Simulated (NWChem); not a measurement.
Species: sulfuric acid (H2SO4); SMILES O=S(=O)(O)O

```xyz
7

O      0.8222    -0.9346     0.8542
S      0.0000     0.0000    -0.1635
O     -0.9833    -0.8088    -0.8298
O      0.9833     0.8088    -0.8298
O     -0.8222     0.9346     0.8542
H      0.2538    -1.6773     1.1126
H     -0.2538     1.6773     1.1126
```
Atoms are numbered in this order, from 1.

Structure relaxed at the PBE0/def2-SVP level.

Symmetry labels are those of C2 in the frame above (b1 and b2, or b-type labels, depend on it).

### Question
List the 4 lowest vertical singlet excitations from PBE/def2-SVPD, TDA (NWChem).

### Answer
```
state  energy (eV)  oscillator strength  symmetry  leading excitation (squared amplitude)
-----  -----------  -------------------  --------  --------------------------------------
S1            6.77                0.003         b                      HOMO → LUMO (0.99)
S2            7.02                0.001         b                    HOMO−1 → LUMO (0.99)
S3            7.11                0.000         a                    HOMO−2 → LUMO (1.00)
S4            7.76                0.000         a                    HOMO → LUMO+1 (0.97)
```
